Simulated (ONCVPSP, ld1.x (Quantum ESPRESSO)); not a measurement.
Potentials for magnesium compared

Generated with ld1.x 7.5 (TM, RRKJ, ultrasoft, PAW), atompaw 4.2 or ONCVPSP 4.0.1. The cutoff is in Ry: for ld1.x and atompaw files where the sum of valence levels is converged to 10 mRy in a Bessel basis, for ONCV files where the hardest occupied wave has 1 mHa per electron of residual kinetic energy. The error is the largest all-electron minus pseudo excitation energy over each file’s own four to seven test configurations (ionisations up to +4, promotions, holes and added fractions of an electron), all of which were solved. The labels leave out finer settings (local radius, basis sizes, second energies), which also bear on the numbers. Spin-polarised tests are not counted. The rows are a selection from randomly drawn settings: files with unsolved tests, undetermined cutoffs or missed reference levels are left out.

A true bound ghost makes a file unfit for plane-wave use even where its test errors are small: the radial tests pick states by their node count and pass the ghost by.

| potential | cutoff (Ry) | largest error (meV) | bound ghosts |
| --- | --- | --- | --- |
| ONCV, LDA (Perdew-Wang 92), scalar-relativistic, rc 0.95/0.60 (sp), local smoothed, core correction no, reference 2s2 2p6 3s2, qcut 9.9/14.4, projectors 2/1 | 691 | -2.1 | none |
| PAW, LDA (PZ), non-relativistic, rc 1.30/1.10/1.05 (spd), local smoothed, core correction yes, reference 2s2 2p6 3s2 3p0 | 70 | +140 | none |
| ONCV, PBEsol, scalar-relativistic, rc 1.05/0.70 (sp), local smoothed, core correction yes, reference 2s2 2p6 3s2, qcut 8.9/22.2, projectors 2/3 | 310 | +37 | none |
| ONCV, LDA (Perdew-Wang 92), scalar-relativistic, rc 1.00/1.45 (sp), local smoothed, core correction no, reference 2s2 2p6 3s1.5 3p0.5, qcut 10.9/10.4, projectors 3/2 | 78 | +699 | none |
| ONCV, LDA (Perdew-Wang 92), scalar-relativistic, rc 1.40/0.80 (sp), local smoothed, core correction no, reference 2s2 2p6 3s2, qcut 8.2/17.1, projectors 2/2 | 218 | -158 | none |

Q: Fill in the row for Mg: ONCV, PBE, scalar-relativistic, rc 2.24/1.80 (sp), local p, core correction yes, reference 3s2, qcut 4.4/5.3, projectors 2/0.

A: cutoff 9 Ry, largest error +55 meV, bound ghosts: s.

Q: Fill in the row for Mg: TM, PBE, non-relativistic, rc 2.50/2.00 (sp), local s, core correction yes, reference 3s1 3p0.

A: cutoff 6 Ry, largest error +11 meV, bound ghosts: none.

Q: Fill in the row for Mg: ONCV, revPBE, scalar-relativistic, rc 1.00/0.90/0.80 (spd), local smoothed, core correction yes, reference 2s2 2p6, qcut 11.5/13.9/13.1, projectors 3/2/2.

A: cutoff 159 Ry, largest error -128 meV, bound ghosts: none.
